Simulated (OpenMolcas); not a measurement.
# Pd2+: ligand-field states by method

Pd2+ with its 6 nearest oxide ions at 2.298 Å, on the Ca site of CaO (a = 4.8105 Å, distance in the model lattice 2.405 Å). The rest of the host is ab initio model potentials to 7.6 Å, with orthogonalisation functions on the cations behind the ligands, and point charges beyond; the distance is set by hand and nothing relaxes. Ligand basis ANO-RCC-VDZP.
```
Pd    0.0000    0.0000    0.0000
O     2.2980    0.0000    0.0000
O     0.0000    2.2980    0.0000
O    -2.2980    0.0000    0.0000
O     0.0000   -2.2980    0.0000
O     0.0000    0.0000    2.2980
O     0.0000    0.0000   -2.2980
```

```
Program             : OpenMolcas 26.06
Basis               : ANO-RCC-VDZP [6s5p3d1f]
Scalar Hamiltonian  : DKH2, point nucleus
Active space        : 8 electrons in 5 orbitals (4d)
State averaging     : 2S+1 = 3 even, 10 roots; 2S+1 = 1 even, 15 roots
Spin-orbit coupling : RASSI with atomic mean-field integrals over the reference wave functions
```

I. CASSCF
II. SS-CASPT2, IPEA 0.25 Eh, imaginary shift 0.1 Eh (closed shells correlated: 4s 4p and the ligand valence shells)

Spin-free states (labels of O, the rotations of Oh) in cm-1, each column counted from its own energy of the first state listed:

| State | Degeneracy | I | II |
| --- | --- | --- | --- |
| 3A2 | 1 | 0 | 0 |
| 1E | 2 | 12197 | 6510 |
| 3T2 | 3 | 14479 | 17410 |
| 1A1 | 1 | 21288 | 14290 |
| 3T1 | 3 | 21727 | 23310 |
| 1T2 | 3 | 26226 | 24320 |
| 1T1 | 3 | 30027 | 27540 |
| 3T1 | 3 | 33845 | 37340 |
| 1E | 2 | 43194 | 44340 |
| 1T2 | 3 | 43254 | 44430 |
| 1A1 | 1 | 62547 | 56490 |

From I to II, I's first state of the same spin (3T2) moves from 14479 to 17410 cm-1, by about +2900 cm-1.

From I to II, I's first state of another spin (1E) moves from 12197 to 6510 cm-1, by about -5700 cm-1.

I: A least-squares ligand-field fit to the states below 45000 cm-1, each weighted by its degeneracy and with a free common offset, gives 10Dq = 14840 cm-1, B = 780 cm-1 and C = 3137 cm-1 (C/B = 4.02), with an rms deviation of 194 cm-1. The same method and metal basis give the free ion B = 935 cm-1 (fit to its terms below 60000 cm-1, rms deviation 8 cm-1), so the nephelauxetic ratio is β = 780 / 935 = 0.83; it hangs on how both fits weigh the states, and computed free-ion B values tend to be too large, so β mixes covalency with correlation.

II: A least-squares ligand-field fit to the states below 45000 cm-1, each weighted by its degeneracy and with a free common offset, gives 10Dq = 18102 cm-1, B = 567 cm-1 and C = 1716 cm-1 (C/B = 3.03), with an rms deviation of 428 cm-1. The same method and metal basis give the free ion B = 871 cm-1 (fit to its terms below 60000 cm-1, rms deviation 524 cm-1), so the nephelauxetic ratio is β = 567 / 871 = 0.65; it hangs on how both fits weigh the states, and computed free-ion B values tend to be too large, so β mixes covalency with correlation.

From I to II, 10Dq changes by +22 %, B by -27 % and C by -45 %.

χT at 300 K: I 1.33, II 1.27 cm3 K/mol.

Roots that are degenerate in the reference are averaged as groups; the widest CASPT2 spread within a group is 190 cm-1 (the 3-fold group of multiplicity 1 near 24300 cm-1 above the lowest state of its run, II). Shifts and gaps below about the spread of the groups concerned are not significant. Over all roots computed the reference weight is 0.67 to 0.69 in II; a low but even weight reflects the number of correlated electrons. Real 4d8 and 5d8 ions are as a rule square planar and diamagnetic. The least metal-like active orbital is 82 % on the metal (Löwdin) and no ligand orbital is active, so the numbers are rough. Ligand-to-metal charge-transfer states are missing. With no ligand orbital active B as a rule stays too high, so bands that hang on it stand too high and its fall with covalency is understated. Without dynamic correlation the repulsion within the d shell is too large (B by tens of per cent), so at a given field states of lower spin stand too high (holds for I). With metal d orbitals alone the field can be off either way by tens of per cent (holds for I). With one d shell and no ligand orbital active, 10Dq can be off by a tenth or more (holds for II). No measured value stands beside these numbers; the geometry was set by hand and not optimised.
